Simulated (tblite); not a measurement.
Compound: C₄H₁₃FOSi₃.
SMILES with atom numbers: `[CH3:1][SiH2:2][Si@@H:3]([CH3:4])[SiH2:5][C@@H:6]([F:7])[CH:8]=[O:9]` (hydrogens: H10, H11, H12 on C1; H13, H14 on Si2; H15 on Si3; H16, H17, H18 on C4; H19, H20 on Si5; H21 on C6; H22 on C8)

Structure optimised with GFN2-xTB, isolated species.

Problem. What internal coordinates does the optimisation give?

Solution. 
```csv
bond,length (Å)
C1–Si2,1.904
Si2–Si3,2.345
Si3–C4,1.911
Si3–Si5,2.328
Si5–C6,1.958
C6–F7,1.386
C6–C8,1.465
C8=O9,1.205
"C1–H10, C1–H11, C1–H12",1.086
Si2–H13,1.469
Si2–H14,1.468
Si3–H15,1.484
"C4–H16, C4–H17, C4–H18",1.086
Si5–H19,1.471
Si5–H20,1.466
C6–H21,1.089
C8–H22,1.109
```

Bonds in one row agree within 0.01 Å and their mean is given. A selection of angles:
```csv
angle,degrees
Si2–C1–H10,111.3
H10–C1–H11,107.5
C1–Si2–Si3,109.8
C1–Si2–H13,107.9
C1–Si2–H14,107.5
Si3–Si2–H13,112.0
Si3–Si2–H14,111.8
H13–Si2–H14,107.6
Si2–Si3–C4,111.1
Si2–Si3–Si5,116.6
Si2–Si3–H15,110.6
C4–Si3–Si5,106.7
C4–Si3–H15,104.8
Si5–Si3–H15,106.3
Si3–C4–H16,111.6
H16–C4–H17,107.4
Si3–Si5–C6,105.3
Si3–Si5–H19,116.8
Si3–Si5–H20,122.3
C6–Si5–H19,101.5
C6–Si5–H20,102.6
H19–Si5–H20,105.4
Si5–C6–F7,107.6
Si5–C6–C8,108.0
Si5–C6–H21,109.9
F7–C6–C8,111.1
F7–C6–H21,107.5
C8–C6–H21,112.6
C6–C8–O9,125.0
C6–C8–H22,113.3
O9–C8–H22,121.5
```

Dihedral angles: C1–Si2–Si3–C4 54° (synclinal); Si2–Si3–Si5–C6 38° (synclinal); Si3–Si5–C6–F7 -55° (synclinal); Si5–C6–C8–O9 73° (synclinal).

The 3 C–Si bonds span 1.904 Å (C1–Si2, drawn single) to 1.958 Å (Si5–C6, drawn single), a spread of 0.054 Å. Si2 (SiH2 silicon) is tetrahedral (angles from 107.5° to 112.0°). Si5 (SiH2 silicon) is distorted tetrahedral (angles from 101.5° to 122.3°). Of the pairs four or more bonds apart, Si2···F7 is among the closest relative to their van der Waals radii: 3.39 Å, 95 % of the sum of Bondi's values. Si3 (SiH silicon) is distorted tetrahedral (angles from 104.8° to 116.6°).

Point group: C1 (no symmetry element, even within 0.4 Å). Its lowest GFN2-xTB frequency is 14 cm⁻¹, too small to tell a flat minimum from a shallow saddle. One conformer, not necessarily the lowest. 3 starts were optimised and ended at 0.00, 4.64 and 5.29 kcal/mol (GFN2-xTB); the lowest of these is shown.

These are computed values.
